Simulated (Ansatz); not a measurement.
`N[SiH2]N[SiH2]O`, relaxed with RKS PBE-D4/def2-SVP in Ansatz 0.2.0 from a rough embedded geometry. The force threshold is 0.03 eV/Å; the program also tests the step.

Charge 0, multiplicity 1.

Start:

```xyz
13

N    -1.193    0.395    2.048
Si    0.199    0.539    1.182
N    -0.297   -0.339   -0.169
Si    0.806   -0.047   -1.434
O     0.239   -1.005   -2.638
H    -1.404   -0.654    2.214
H    -1.994    0.702    1.499
H     0.345    1.993    0.889
H     1.277   -0.145    1.885
H    -0.320   -1.278    0.060
H     0.914    1.331   -1.790
H     2.130   -0.628   -0.957
H    -0.701   -0.866   -2.790
```

```
step  energy (eV)  largest force (eV/Å)  largest move (Å)
   1  -20891.0537                 4.645             0.000
   2  -20892.2055                 1.818             0.198
   3  -20892.5366                 0.350             0.195
   4  -20892.6417                 0.262             0.200
   5  -20892.6986                 0.315             0.200
   6  -20892.7358                 0.139             0.200
   7  -20892.7580                 0.101             0.169
   8  -20892.7636                 0.390             0.196
   9  -20892.7692                 0.127             0.039
  10  -20892.7726                 0.039             0.060
  11  -20892.7746                 0.063             0.092
  12  -20892.7755                 0.070             0.063
  13  -20892.7761                 0.050             0.035
  14  -20892.7766                 0.058             0.041
  15  -20892.7767                 0.024             0.017
```

End:

```xyz
13

N    -1.544    0.389    1.915
Si    0.092    0.497    1.331
N     0.592   -0.590    0.037
Si    0.975   -0.242   -1.633
O    -0.191   -0.741   -2.743
H    -1.781   -0.321    2.612
H    -2.337    0.554    1.289
H     0.309    1.868    0.759
H     0.929    0.236    2.553
H     0.628   -1.586    0.287
H     1.195    1.245   -1.694
H     2.183   -1.016   -2.063
H    -1.050   -0.292   -2.651
```

Hardware: 4 threads of an Arm Neoverse V1 on a shared host. Wall time 22 s, peak host memory 0.17 GiB.
